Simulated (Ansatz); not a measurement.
Li4O2. Total charge 0; singlet. Geometry r2SCAN-D4/def2-TZVP; atoms count from 1.

```xyz
6

Li   -0.7743   -0.8313   -0.7649
Li   -0.7903    1.0907    0.2483
Li    0.9045   -1.0954    2.0922
Li    0.9750    0.4544   -0.8474
O     0.3152   -0.3819    0.7297
O    -0.6300    0.7635   -1.4578
```

Another isomer (singlet) lies 0.40 eV lower at PBE0-D4/def2-TZVP; other spin states weren't run for this one.

(1) Estimate the Mulliken populations from the PBE0/def2-TZVP orbitals of Ansatz.

(2) And the Mayer bond orders between bonded heavy atoms (over 0.3)?

## Answers

(1) 
```csv
atom,charge (e)
Li1,0.63
Li2,0.63
Li3,0.71
Li4,0.63
O5,-1.38
O6,-1.22
```
Mulliken values and Mayer orders depend strongly on the basis.

(2) Li1–O6 0.45 (1.74 Å); Li2–O6 0.45 (1.74 Å); Li3–O5 0.54 (1.65 Å); Li4–O6 0.45 (1.74 Å).
